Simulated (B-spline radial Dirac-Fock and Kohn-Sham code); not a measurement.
# Auger decay of the M1 hole in Mn³⁺

System: the Mn³⁺ ion, [Ar] 3d4, inside a Watson sphere of charge -3 and radius 2 Å (a model of the Madelung potential; inside it an electron's potential energy is raised by 21.6 eV).

Level of theory: independent-particle rates on relativistic LDA orbitals of the hole state (multipoles up to L = 3, Coulomb Auger matrix elements, transition energies from Dirac-Fock); a radial B-spline solver. Kinetic energies are configuration averages from the vacuum level; the two-hole energies are estimated from single-hole states.

```
transition  kinetic energy (eV)  width (meV)  share (%)
   M1-M4M4                42.34         4.08        8.8
   M1-M4M5                42.48         29.2       62.7
   M1-M5M5                42.62         13.3       28.5
```

Coster-Kronig rates are the weakest part of this model and often come out 1.5 to 2.5 times too large. The listed channels hold 100 % of the non-radiative rate. Summed by principal shells, of 0.0466 eV in all: MMM 100.0 %.

Values without a named source are computed, but for edge energies of neutral atoms, which are taken from tables.
